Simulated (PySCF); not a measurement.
# Multinuclear NMR of C4H5BF3N

Mapped SMILES: `[BH3-:1][N+:2]#[C:3][CH2:4][C:5]([F:6])=[C:7]([F:8])[F:9]` (H(Xn): hydrogen on atom n).

Computational details: NMR shieldings at PBE0/pcSseg-1/GIAO, geometry: PBE0-D3(BJ)/def2-SVP, J couplings at B3LYP/pcJ-1 (spin–dipole term only in couplings to heteroatoms), in PySCF 2.14 (non-relativistic Hamiltonian, in vacuum, one computed conformer, rapidly exchanging positions averaged).

Q: What are the ¹⁹F shifts?

A: 
```
atoms       environment  σ (ppm)  δ (ppm)
   F8  vinylic fluorine    272.7    -96.2
   F9  vinylic fluorine    293.6   -115.8
   F6  vinylic fluorine    363.4   -181.5
```

Shieldings were converted by a linear fit to measured shifts: ¹⁹F (scatter 6.9 ppm rms, 7.7 ppm with the 5 outliers that the fit left out vs CFCl3, solution or neat liquid, with a term for F on sp3 carbon). Occasional misses reach two or three times the rms, and more in compound classes unlike the fitted ones. Couplings are scaled by factors fitted to measured values: ²J(H,H) × 0.91 (rms 0.6 Hz), ¹J(C,F) × 0.77 (rms 7.3 Hz), ²J(C,F) × 1.09 (rms 1.9 Hz, 5.0 with 1 outliers), ³J(C,F) × 1.48 (rms 1.3 Hz); all others are unscaled and can be 10–30 % off.

Couplings (the largest are listed; each averaged over equivalent pairs): ¹J(C7,F8) = -289.6 Hz, ¹J(C7,F9) = -277.2 Hz, ¹J(C5,F6) = -245.2 Hz, ²J(C5,F9) = 59.0 Hz, ²J(F6,C7) = 44.7 Hz, ²J(F8,F9) = -27.1 Hz, ²J(C5,F8) = 26.8 Hz, ²J(C4,F6) = 24.7 Hz, ³J(F6,F9) = -153.5 Hz, ³J(F6,F8) = 71.3 Hz, ³J(F6,H(C4)) = 18.0 Hz, ³J(C3,F6) = -7.3 Hz.

On a 300 MHz spectrometer ¹⁹F resonates near 282.3 MHz, so 1 ppm is 282.3 Hz.

Q: Predict the ¹⁵N NMR data.

A: 
| atoms | environment | σ (ppm) | δ (ppm) |
| --- | --- | --- | --- |
| N2 | donor nitrogen of a Lewis adduct | 23.3 | -171.8 |

Shieldings were converted by a linear fit to measured shifts: ¹⁵N (scatter 7.2 ppm rms vs CH3NO2, solution or neat liquid). A few per cent of atoms miss by over 2 rms, more outside the fitted compound classes. Couplings are scaled by factors fitted to measured values: ²J(H,H) × 0.91 (rms 0.6 Hz), ¹J(C,F) × 0.77 (rms 7.3 Hz), ²J(C,F) × 1.09 (rms 1.9 Hz, 5.0 with 1 outliers), ³J(C,F) × 1.48 (rms 1.3 Hz); all others are unscaled and can be 10–30 % off.

Couplings (the largest are listed; each averaged over equivalent pairs): ¹J(B1,N2) = -9.1 Hz, ²J(N2,H(B1)) = 2.4 Hz, ³J(N2,H(C4)) = -2.4 Hz. Signs are for ¹⁵N, whose magnetogyric ratio is negative.

On a 500 MHz spectrometer ¹⁵N resonates near 50.7 MHz, so 1 ppm is 50.7 Hz.
